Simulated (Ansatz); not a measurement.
Basis-set extrapolation for `C[SiH2][SiH](N)O` (PBE0-D4/def2-TZVP geometry, frozen core, the Gaussian-basis code of Ansatz). Multiplicity 1, RHF reference.

|  | def2-TZVPP | def2-QZVPP |
| --- | --- | --- |
| HF | -750.475493 | -750.502389 |
| MP2 correlation | -0.884718 | -0.950517 |
| CCSD(T) correlation | -0.974027 | not run |

Energies in hartree. Use E(X) = E(∞) + A·exp(−7.88·√X) for Hartree–Fock and E(X) = E(∞) + B·X^(−2.97) for correlation, with X = 3 and 4, and add CCSD(T) minus MP2 of the smaller set to the MP2 limit.

Problem. What is the CCSD(T) energy at the basis-set limit?

Solution. HF limit: -750.502389 + (-0.026896) × 0.13774 = -750.50609. MP2 limit: -0.950517 + (-0.065799) × 0.74074 = -0.99926. Higher-order term: -0.974027 − (-0.884718) = -0.08931. Total: -751.59466 hartree, 381.1 kJ/mol below CCSD(T)/def2-TZVPP.
